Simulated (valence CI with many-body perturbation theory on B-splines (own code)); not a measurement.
## Forbidden lines of Tb44+

Method: relativistic CI+MBPT: three valence electrons over a frozen Dirac-Fock core [Ar], radial functions for each j: 7 s, 7 p, 8 d, 6 f, 4 g, 1 h, with the one-electron correlation potential Σ1, the two-electron term Σ2, the three-electron term Σ3, Breit, model QED; selected CI, second order for the rest, scaled by the run's own slope (own B-spline code, finite nucleus).

No measured spectrum was set against this ion. As an estimate, large intervals hold to a few tenths of a per cent, small ones and those within an open d or f shell to about a per cent. Only levels of the ground parity were solved; by the run's estimate the other parity begins above the list, which can be wrong where configurations are misplaced.

Lines 1 to 50 of 55 in falling wavelength, among levels below 1158900 cm⁻¹, chosen from the decays that carry over 1 % of a level's rate. Wavelengths and rates use the calculated energies. S is in atomic units (e²a₀⁴ for E2 and M2, e²a₀⁶ for E3), for M1 in squared Bohr magnetons. Weak lines are less certain than strong ones. Lines between different terms over intervals too small for the method are left out, as are lines whose strength nearly cancels. The highest levels of a list are the least certain.

Levels are named by their leading jj configuration (3d3/2^4 stands for four electrons in 3d with j = 3/2), which in mixed levels can hold well under half, so a name can repeat and another be missing. Letters in brackets count levels of one name in rising energy.

```csv
λ vac (Å),Upper,Lower,Type,A (s⁻¹),S (a.u.)
18350,(3d3/2^2 3d5/2) J=9/2,(3d3/2^2 3d5/2) J=7/2,M1,1.28e+00,2.93e+00
1512,(3d3/2^2 3d5/2) J=7/2,(3d3/2^2 3d5/2) J=5/2 [a],M1,4.40e+03,4.51e+00
1168,(3d3/2 3d5/2^2) J=5/2 [b],(3d3/2 3d5/2^2) J=3/2 [a],M1,4.50e+03,1.60e+00
623.6,(3d3/2^2 3d5/2) J=5/2 [b],(3d3/2^2 3d5/2) J=7/2,M1,4.45e+03,2.40e-01
619.9,(3d3/2 3d5/2^2) J=7/2 [b],(3d3/2 3d5/2^2) J=7/2 [a],M1,9.08e+03,6.41e-01
572.2,(3d5/2^3) J=3/2,(3d3/2 3d5/2^2) J=3/2 [b],M1,2.43e+04,6.76e-01
555.8,(3d3/2^2 3d5/2) J=5/2 [b],(3d3/2^2 3d5/2) J=3/2,M1,2.54e+04,9.71e-01
504.4,(3d3/2 3d5/2^2) J=3/2 [b],(3d3/2 3d5/2^2) J=1/2,M1,2.61e+04,4.97e-01
488.3,(3d3/2 3d5/2^2) J=5/2 [a],(3d3/2^2 3d5/2) J=5/2 [b],M1,7.16e+04,1.85e+00
459.4,(3d3/2 3d5/2^2) J=3/2 [b],(3d3/2 3d5/2^2) J=3/2 [a],M1,4.21e+04,6.05e-01
441.6,(3d3/2^2 3d5/2) J=5/2 [b],(3d3/2^2 3d5/2) J=5/2 [a],M1,7.10e+03,1.36e-01
414.6,(3d5/2^3) J=5/2,(3d3/2 3d5/2^2) J=3/2 [b],M1,5.24e+04,8.30e-01
399.5,(3d3/2 3d5/2^2) J=5/2 [b],(3d3/2^2 3d5/2) J=5/2 [b],M1,1.64e+05,2.32e+00
390.0,(3d5/2^3) J=9/2,(3d3/2 3d5/2^2) J=11/2,M1,3.73e+04,8.21e-01
382.2,(3d3/2 3d5/2^2) J=7/2 [a],(3d3/2^2 3d5/2) J=7/2,M1,1.77e+05,2.93e+00
380.8,(3d3/2 3d5/2^2) J=7/2 [b],(3d3/2^2 3d5/2) J=5/2 [b],M1,3.04e+04,4.97e-01
378.3,(3d3/2^2 3d5/2) J=5/2 [a],(3d3/2^3) J=3/2,M1,4.74e+05,5.70e+00
351.7,(3d3/2 3d5/2^2) J=9/2,(3d3/2^2 3d5/2) J=9/2,M1,3.36e+05,5.42e+00
345.1,(3d3/2 3d5/2^2) J=9/2,(3d3/2^2 3d5/2) J=7/2,M1,2.00e+05,3.05e+00
325.9,(3d5/2^3) J=3/2,(3d3/2 3d5/2^2) J=5/2 [b],M1,2.25e+04,1.15e-01
322.8,(3d3/2 3d5/2^2) J=3/2 [a],(3d3/2^2 3d5/2) J=1/2,M1,1.20e+05,6.01e-01
321.7,(3d3/2^2 3d5/2) J=3/2,(3d3/2^3) J=3/2,M1,4.00e+05,1.97e+00
308.5,(3d5/2^3) J=9/2,(3d3/2 3d5/2^2) J=9/2,M1,4.63e+05,5.04e+00
305.1,(3d3/2 3d5/2^2) J=7/2 [a],(3d3/2^2 3d5/2) J=5/2 [a],M1,7.47e+05,6.29e+00
303.8,(3d3/2 3d5/2^2) J=1/2,(3d3/2^2 3d5/2) J=1/2,M1,6.93e+05,1.44e+00
290.2,(3d3/2 3d5/2^2) J=3/2 [a],(3d3/2^2 3d5/2) J=3/2,M1,7.04e+05,2.55e+00
289.2,(3d3/2^2 3d5/2) J=1/2,(3d3/2^3) J=3/2,M1,1.49e+05,2.67e-01
284.0,(3d3/2 3d5/2^2) J=11/2,(3d3/2^2 3d5/2) J=9/2,M1,2.24e+05,2.29e+00
283.8,(3d5/2^3) J=9/2,(3d3/2 3d5/2^2) J=7/2 [a],M1,6.37e+05,5.40e+00
283.8,(3d5/2^3) J=3/2,(3d3/2 3d5/2^2) J=5/2 [a],M1,4.35e+05,1.48e+00
277.0,(3d5/2^3) J=5/2,(3d3/2 3d5/2^2) J=7/2 [b],M1,1.68e+05,7.93e-01
274.7,(3d3/2 3d5/2^2) J=1/2,(3d3/2^2 3d5/2) J=3/2,M1,3.85e+04,5.91e-02
273.9,(3d3/2 3d5/2^2) J=5/2 [a],(3d3/2^2 3d5/2) J=7/2,M1,4.08e+04,1.86e-01
268.1,(3d5/2^3) J=3/2,(3d3/2 3d5/2^2) J=1/2,M1,2.71e+05,7.75e-01
267.9,(3d5/2^3) J=5/2,(3d3/2 3d5/2^2) J=5/2 [b],M1,3.10e+05,1.33e+00
261.5,(3d3/2 3d5/2^2) J=3/2 [b],(3d3/2^2 3d5/2) J=5/2 [b],M1,4.07e+05,1.08e+00
259.9,(3d3/2 3d5/2^2) J=5/2 [a],(3d3/2^2 3d5/2) J=3/2,M1,3.74e+05,1.46e+00
255.6,(3d3/2 3d5/2^2) J=3/2 [a],(3d3/2^2 3d5/2) J=5/2 [a],M1,3.42e+05,8.47e-01
254.8,(3d5/2^3) J=3/2,(3d3/2 3d5/2^2) J=3/2 [a],M1,4.33e+05,1.06e+00
243.5,(3d3/2 3d5/2^2) J=5/2 [b],(3d3/2^2 3d5/2) J=7/2,M1,1.90e+05,6.11e-01
239.5,(3d3/2 3d5/2^2) J=7/2 [b],(3d3/2^2 3d5/2) J=9/2,M1,1.19e+05,4.84e-01
238.8,(3d5/2^3) J=5/2,(3d3/2 3d5/2^2) J=5/2 [a],M1,3.37e+05,1.02e+00
236.4,(3d3/2 3d5/2^2) J=7/2 [b],(3d3/2^2 3d5/2) J=7/2,M1,1.16e+05,4.56e-01
232.4,(3d3/2 3d5/2^2) J=5/2 [b],(3d3/2^2 3d5/2) J=3/2,M1,5.16e+03,1.44e-02
231.9,(3d3/2 3d5/2^2) J=5/2 [a],(3d3/2^2 3d5/2) J=5/2 [a],M1,6.43e+04,1.78e-01
217.9,(3d5/2^3) J=5/2,(3d3/2 3d5/2^2) J=3/2 [a],M1,4.78e+05,1.10e+00
209.7,(3d3/2 3d5/2^2) J=5/2 [b],(3d3/2^2 3d5/2) J=5/2 [a],M1,1.50e+04,3.08e-02
204.5,(3d3/2 3d5/2^2) J=7/2 [b],(3d3/2^2 3d5/2) J=5/2 [a],M1,3.18e+04,8.06e-02
203.8,(3d3/2^2 3d5/2) J=5/2 [b],(3d3/2^3) J=3/2,M1,4.89e+04,9.21e-02
191.5,(3d5/2^3) J=5/2,(3d3/2 3d5/2^2) J=7/2 [a],M1,2.51e+05,3.92e-01
```
